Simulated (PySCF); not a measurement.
CH3Cl2ISi, SMILES I[Si](Cl)(C)Cl. Atoms are numbered in the order given.

```xyz
8

C     -1.2703     2.1098     0.0000
Si    -0.8862     0.2914     0.0000
Cl    -1.7025    -0.6043     1.6753
Cl    -1.7025    -0.6043    -1.6753
I      1.5464    -0.0683     0.0000
H     -0.8434     2.5845     0.8962
H     -0.8434     2.5845    -0.8962
H     -2.3619     2.2556     0.0000
```
Charge 0, spin multiplicity 1.

Geometry: B3LYP-D3(BJ)/def2-SVP. The def2 effective core potentials stand for the cores of I; spin–orbit coupling is left out.

Method: TDA-PBE/def2-SVPD in PySCF 2.14.0.

Vertical excitations. Gas-phase values at a fixed geometry. State labels are in the subgroup Cs.

**Question.** Give excitation energies, oscillator strengths and character. (The exact figures need the calculation; the answer reports its results.)

**Answer.** 
| state | symmetry | energy (eV) | λ (nm) | f | main pairs |
|---|---|---|---|---|---|
| S1 | A" | 4.93 | 251 | 0.007 | HOMO→LUMO 99 % |
| S2 | A' | 4.98 | 249 | 0.012 | HOMO−1→LUMO 98 % |
| S3 | A' | 5.99 | 207 | 0.031 | HOMO−2→LUMO 76 %, HOMO→LUMO+2 13 % |
| S4 | A" | 6.05 | 205 | 0.005 | HOMO−3→LUMO 88 % |
| S5 | A" | 6.15 | 202 | 0.003 | HOMO→LUMO+1 89 % |
| S6 | A' | 6.20 | 200 | 0.001 | HOMO−1→LUMO+1 73 %, HOMO→LUMO+2 26 % |
| S7 | A" | 6.21 | 200 | 0.002 | HOMO−1→LUMO+2 98 % |
| S8 | A' | 6.37 | 195 | 0.035 | HOMO−5→LUMO 40 %, HOMO→LUMO+2 33 %, HOMO−1→LUMO+1 11 %, HOMO−1→LUMO+3 8 % |
| S9 | A" | 6.41 | 193 | 0.002 | HOMO−4→LUMO 97 % |
| S10 | A" | 6.54 | 190 | 0.036 | HOMO→LUMO+3 99 % |
| T1 | A" | 4.50 | 276 | 0 | HOMO→LUMO 100 % |
| T2 | A' | 4.52 | 274 | 0 | HOMO−1→LUMO 100 % |
| T3 | A' | 5.47 | 227 | 0 | HOMO−2→LUMO 95 % |
| T4 | A" | 5.84 | 212 | 0 | HOMO−3→LUMO 99 % |
Triplets are in the Tamm–Dancoff approximation.
